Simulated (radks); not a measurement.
Results of a calculation; reference values are marked as such.
Question: The table gives one normalised radial function P(r) = r R(r) of Sr+ in [Kr] 5s1 (r in bohr). Level of theory: scalar-relativistic Kohn-Sham, PBEsol, spin-polarised, spherical densities, finite nucleus; open shells are filled with parallel spins first (spin-orbit coupling, left out, can overturn this in heavy ions); Fermi nuclear charge, rms radius 4.224 fm (a radial shooting solver on a logarithmic mesh with Libxc functionals).

r,P
0.001316,0.0110
0.00152,0.0125
0.001755,0.0142
0.002027,0.0162
0.00236,0.0185
0.002725,0.0209
0.003147,0.0236
0.003635,0.0266
0.004198,0.0298
0.004848,0.0333
0.005599,0.0371
0.006518,0.0413
0.007527,0.0455
0.008693,0.0497
0.01004,0.0538
0.01159,0.0576
0.01339,0.0610
0.01546,0.0635
0.018,0.0648
0.02079,0.0644
0.02401,0.0619
0.02773,0.0567
0.03203,0.0484
0.03699,0.0365
0.04271,0.0209
0.04973,0.0005
0.05743,-0.0218
0.06632,-0.0459
0.0766,-0.0696
0.08846,-0.0903
0.1022,-0.1046
0.118,-0.1089
0.1374,-0.0990
0.1586,-0.0740
0.1832,-0.0340
0.2116,0.0177
0.2443,0.0741
0.2822,0.1256
0.3259,0.1608
0.3794,0.1688
0.4381,0.1418
0.506,0.0810
0.5844,-0.0063
0.6749,-0.1058
0.7794,-0.1984
0.9001,-0.2636
1.048,-0.2841
1.21,-0.2468
1.398,-0.1541
1.614,-0.0171
1.864,0.1446
2.153,0.3066
2.486,0.4452
2.894,0.5458
3.343,0.5863
3.86,0.5680
4.458,0.4946
5.149,0.3859
5.946,0.2698
6.867,0.1685
7.995,0.0890
9.233,0.0416
10.66,0.0164
12.31,0.0053

Which n and l does it have? It may be an empty orbital.

Answer: n = 5, l = 0: the number of nodes gives n - l - 1 = 4, the rise at small r (about r^(l+1), flatter next to the nucleus through relativity) gives l, and the extent must fit the shell. The curve is that of 5s up; the table hardly tells the two spins apart. 5s up: eigenvalue -8.717 eV, 4 radial nodes at r = 0.0499, 0.202, 0.579, 1.64 bohr, <r> = 3.85 bohr, 90 % of the charge inside 5.58 bohr.
